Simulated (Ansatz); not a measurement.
Input for Ansatz (a first-principles code): R-B97M-V/def2-TZVPPD on SiF4 (SMILES F[Si](F)(F)F). The basis file is the Basis Set Exchange's JSON of that set.

Ansatz 0.2 input:
```yaml
crystal:
  periodic: [false, false, false]
  atoms:
    - {symbol: Si, position_ang: [0.00000000, 0.00000000, -0.00000000]}
    - {symbol: F, position_ang: [0.90487460, 0.90487460, 0.90487460]}
    - {symbol: F, position_ang: [0.90487460, -0.90487460, -0.90487460]}
    - {symbol: F, position_ang: [-0.90487460, 0.90487460, -0.90487460]}
    - {symbol: F, position_ang: [-0.90487460, -0.90487460, 0.90487460]}
basis:
  gaussian:
    orbitals: def2-TZVPPD.json
hamiltonian:
  xc: {name: B97M-V}
scf: {lower_state_search: off}
```

The log:

```
WARN ansatz: RAYON_NUM_THREADS=4 ignored (pool sized by the plan → 4); use --threads N
Functional definition: B97M-V
these checks for a lower state are left out or cut short: stability, starts, cluster_reference, orbital_swaps, neighbouring_geometries, increment
integrals: 0.15 GiB planned
1093 factors; their error is unknown
mean field: 1.04 GiB planned
mean field evaluation 1: about -18746.9558 eV, gradient 6.3e1 eV
mean field evaluation 2: about -18738.9193 eV, gradient 9.9e1 eV
mean field evaluation 4: about -18752.0612 eV, gradient 8.6e-1 eV
mean field evaluation 8: about -18752.0609 eV, gradient 4.0e-2 eV
mean field evaluation 16: about -18752.0609 eV, gradient 2.7e-6 eV
mean field -18752.06093551 eV, -689.1255287768 hartree, gradient 2.7e-6 eV, S^2 0.000000; 0 other end points of the search recorded, 0 dependent functions left out
reference -18752.06102255 eV, -689.1255319751 hartree; 25, 25 occupied and 183, 183 virtual orbitals, 1093 factors
Total energy: -18752.06102255 eV, -689.1255319751 hartree
Checks for a lower state left out: stability, starts, cluster_reference, orbital_swaps, neighbouring_geometries, increment
```

Self-consistency was reached.

Cost: around 4 core-seconds (rough).
